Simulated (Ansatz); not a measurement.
`O[Si](O)(O)[S]` radical, relaxed with UKS PBE0-D4/def2-TZVP in the Gaussian-basis code of Ansatz from a PBE-D4/def2-SVP geometry. The force threshold is 0.005 eV/Å; the program also tests the step.

Total charge 0; spin multiplicity 2.

Start:

```xyz
8

O     0.053    1.277   -0.943
Si    0.149   -0.092    0.001
O    -0.429    0.299    1.526
O    -0.776   -1.238   -0.776
S     2.091   -0.857    0.368
H     0.722    1.958   -0.759
H    -0.538   -0.468    2.117
H    -1.272   -0.878   -1.533
```

Question: How much energy does the relaxation release, and in how many steps? (Estimate.)

Answer: Ansatz gave: 2.21 kcal/mol, in 14 steps, 2 of them rejected.

Question: Which bonds change most? (Best estimate.)

Answer: Ansatz gave: Si2–O3 from 1.677 to 1.635 Å; Si2–O4 from 1.665 to 1.627 Å; O1–Si2 from 1.665 to 1.629 Å; O3–H7 from 0.975 to 0.959 Å.

Question: Give the relaxed structure. (An estimate is asked.)

Answer: The calculation gave: 
```xyz
8

O     0.145    1.222   -0.956
Si    0.156   -0.111   -0.020
O    -0.431    0.328    1.441
O    -0.714   -1.229   -0.821
S     2.049   -0.980    0.366
H     0.550    2.019   -0.610
H    -0.468   -0.348    2.120
H    -1.287   -0.902   -1.518
```
